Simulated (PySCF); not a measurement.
**Rh⁻ (rhodium, charge -1) across methods**

[Kr] 4d8 5s2, high-spin 3F determinant. All numbers are calculated (PySCF 2.14, scalar relativity by spin-free X2C-1e, in aug-cc-pwCVTZ-DK).

| method | E (hartree) | mean ε 4d β (eV) | mean ε 5s α (eV) | mean ε 5s β (eV) | Σ⟨r²⟩ (bohr²) | ⟨S²⟩ |
| --- | --- | --- | --- | --- | --- | --- |
| BLYP | -4783.71 | 0.529 | 0.788 | 1.068 | 82.58 | 2.009 |
| r2SCAN | -4783.52 | 0.196 | 0.538 | 0.895 | 81.31 | 2.026 |
| LDA | -4778.34 | 0.418 | 0.535 | 0.874 | 80.01 | 2.011 |
| PBE0 | -4783.19 | -1.101 | 0.136 | 0.561 | 82.97 | 2.018 |
| PBE | -4783.14 | 0.403 | 0.666 | 1.024 | 82.43 | 2.015 |
| MN15 | -4786.86 | -2.238 | -0.690 | -0.300 | 82.88 | 2.016 |
| BP86 | -4784.13 | 0.286 | 0.530 | 0.886 | 81.03 | 2.013 |
| UHF | -4781.04515 | -5.727 | -1.414 | -0.081 | 100.5 | 2.153 |

The highest occupied level is positive at BLYP, r2SCAN, LDA, PBE0, PBE, BP86: only the finite basis holds that electron, which in a density functional comes from self-interaction.
